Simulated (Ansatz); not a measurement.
Computed with Ansatz.

A structure relaxed at PBE0-D4/def2-TZVP, charge 0, multiplicity 2:

Cartesian coordinates in Å:
```
O 1.1196 1.2132 1.2864
Ge 0.9623 0.5791 -0.3837
Ge -0.7618 -1.1412 -0.2440
H 1.4497 2.1149 1.3076
H 0.5768 1.7888 -1.2938
H -0.9616 -1.7417 -1.6451
H -2.0989 -0.5696 0.2607
H -0.2862 -2.2437 0.7120
```

Q: Give its formula and SMILES.

A: Ge2H5O, `[OH][GeH][GeH3]`.

Q: Summarise the bond lengths by kind.

A: 1 × Ge–O 1.793 Å; 1 × H–O 0.960 Å; 1 × Ge–Ge 2.440 Å; 4 × Ge–H 1.535 to 1.562 Å.
